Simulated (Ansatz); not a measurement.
Cost and result for the atomization energy of `CO[SiH]1[CH2][Al]1[F]` (12 atoms, 12 bonds).

```xyz
12

C     0.610    1.028    2.125
O     0.516    0.014    1.151
Si   -0.193    0.182   -0.317
C     0.274   -1.027   -1.691
Al   -1.677   -1.014   -1.647
F    -2.909   -1.754   -2.452
H     1.478    0.821    2.754
H     0.734    2.018    1.670
H    -0.284    1.043    2.757
H    -0.033    1.601   -0.761
H     0.362   -2.032   -1.229
H     1.123   -0.879   -2.359
```

Charge 0, multiplicity 1. Geometry: relaxed with PBE0-D4/def2-TZVP. It is one conformer, not always the lowest. Program: Ansatz. All runs use 4 threads of an Arm Neoverse V1 on a shared host. Times are those of one run each, without the atoms' runs, and a repeat can differ threefold. Electronic energies, without spin–orbit coupling; frozen cores. CCSD(T)/CBS adds CCSD(T) − MP2 in def2-TZVPP to the MP2 limit, and its time is that of the two runs behind it. T1 = 0.014. B3LYP takes the VWN-RPA correlation (the form of Gaussian; ORCA's B3LYP/G).

CCSD(T)/CBS is a level of theory with its own doubt, some kJ/mol a heavy atom from the limit and from the frozen cores, so smaller differences don't rank the functionals.

```tsv
level	functions	wall time	atomization (kJ/mol)	difference from CCSD(T)/CBS	per bond
LDA (SPW92)/def2-TZVPP	292	2.3 s	5086.7	634.7	52.9
BLYP-D4/def2-TZVPP	292	3.6 s	4418.4	-33.6	-2.8
PBE-D4/def2-TZVPP (with forces)	292	4.3 s	4517.5	65.5	5.5
PBE0-D4/def2-TZVPP	292	6 s	4431.7	-20.3	-1.7
BHLYP-D4/def2-TZVPP	292	6 s	4290.2	-161.8	-13.5
B3LYP-D4/def2-TZVPP (with forces)	292	8.5 s	4421.2	-30.8	-2.6
r2SCANh-D4/def2-TZVPP	292	9.5 s	4432.3	-19.7	-1.6
CCSD(T)/def2-SVP	122	13 s	4160.4	-291.6	-24.3
ωB97X-V/def2-TZVPP	292	14 s	4453.9	1.9	0.2
ωB97M-V/def2-TZVPP (with forces)	292	20 s	4449.9	-2.1	-0.2
MP2/def2-QZVPP	548	42 s	4499.8	47.8	4.0
CCSD(T)/def2-TZVPP	292	7.7 min	4327.7	-124.3	-10.4
CCSD(T)/CBS(def2)	–	8.4 min	4452.0	0.0	0.0
```

The D4 term adds +39.4 kJ/mol with B3LYP and +20.7 kJ/mol with PBE0; it sums over pairs of atoms, weighted by their polarisabilities, and B3LYP, whose exchange is more repulsive, gets the larger term. From BLYP to BHLYP (50 % exact exchange), in def2-TZVPP and without D4, the atomization energy moves by −107.1 kJ/mol: exact exchange takes away binding that semilocal exchange gives to molecules. At CCSD(T), def2-SVP lies −291.7 kJ/mol from the extrapolated value and def2-TZVPP −124.4 kJ/mol: correlation converges slowly with the basis, and small sets miss more of it in the bonded molecule than in its fragments.
